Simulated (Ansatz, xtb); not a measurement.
# CH4AlFOSn: where a starting geometry ends

The starting geometry of this gas-phase singlet was built from a drawn formula by distance geometry and a force field; its bonds are those of `O=[CH][AlH][SnH2][F]`.

```xyz
9

C    -0.1420    2.8218   -1.6179
Al   -1.2421    1.6159   -0.4631
F    -4.7781    2.6279   -1.2608
O    -0.6469    3.9225   -2.0125
Sn   -3.6422    2.3480    0.3178
H     0.8211    2.5108   -1.9554
H    -0.6397    0.2357   -0.0337
H    -4.3094    1.1090    1.3285
H    -3.5105    3.8795    1.2207
```

Question: Predict what it relaxes into with r2SCAN-D4/def2-SVP.

Answer: A new bond forms, giving a structure given below by its coordinates. Contacts that close: Al2–O4 (2.84 → 1.97 Å).

The energy falls by 0.83 eV over 48 steps:

```json
{"step": "1", "E − E(last) (eV)": "0.829"}
{"step": "6", "E − E(last) (eV)": "0.484"}
{"step": "11", "E − E(last) (eV)": "0.453"}
{"step": "17", "E − E(last) (eV)": "0.246"}
{"step": "22", "E − E(last) (eV)": "0.047"}
{"step": "27", "E − E(last) (eV)": "0.039"}
{"step": "32", "E − E(last) (eV)": "0.035"}
{"step": "38", "E − E(last) (eV)": "0.020"}
{"step": "43", "E − E(last) (eV)": "0.002"}
{"step": "48", "E − E(last) (eV)": "0.000"}
```

Final geometry (Å):

| atom | x (Å) | y (Å) | z (Å) |
| --- | --- | --- | --- |
| C | -0.7922 | 2.3673 | -1.8317 |
| Al | -0.9120 | 1.6733 | -0.0249 |
| F | -3.3880 | 3.0842 | -1.4476 |
| O | -0.3182 | 3.2398 | -1.0581 |
| Sn | -3.4170 | 2.3473 | 0.4026 |
| H | -0.8424 | 2.6047 | -2.9156 |
| H | 0.2308 | 0.8515 | 0.6873 |
| H | -4.7144 | 1.2170 | 0.3614 |
| H | -3.9364 | 3.6861 | 1.3502 |

From the same start GFN2-xTB ends elsewhere, differing in Al2–F3 (1.65 against 3.19 Å here), F3–Sn5 (3.58 against 1.99 Å here).

No frequencies were run, so the end isn't proven a minimum. Atoms past krypton carry core potentials, without spin–orbit terms. Run with Ansatz 0.2.0, 73 s on 2 threads of Intel(R) Xeon(R) 6975P-C (Granite Rapids), with other jobs on the host.
